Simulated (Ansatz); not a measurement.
A structure relaxed at PBE-D4/def2-SVP in Ansatz, charge 0, singlet:

Cartesian coordinates in Å:
```
Mo -0.390 0.809 0.073
O 0.966 -0.533 0.093
O -0.128 1.961 1.287
O 0.610 -1.836 -0.367
O -2.001 0.282 0.089
H 1.179 -2.385 0.217
H -0.236 1.701 -1.392
```

Problem. Give its formula.

Solution. MoO₄H₂.

Problem. Summarise the bond lengths by kind (pairs closer than 1.2 times the sum of covalent radii, bridged metal pairs left out).

Solution. 3 × Mo–O 1.69 to 1.91 Å; 1 × O–O 1.43 Å; 1 × H–Mo 1.72 Å; 1 × H–O 0.98 Å. The metal has 4 neighbours: O 1.91 Å, O 1.69 Å, O 1.69 Å, H 1.72 Å.

In the def2 sets Mo takes a core potential; there is no spin–orbit coupling. The structure holds one bond between oxygen atoms, so isomers without such links may lie far lower. Another isomer (singlet) lies 0.55 eV lower at PBE0-D4/def2-TZVP; other spin states weren't run for this one.
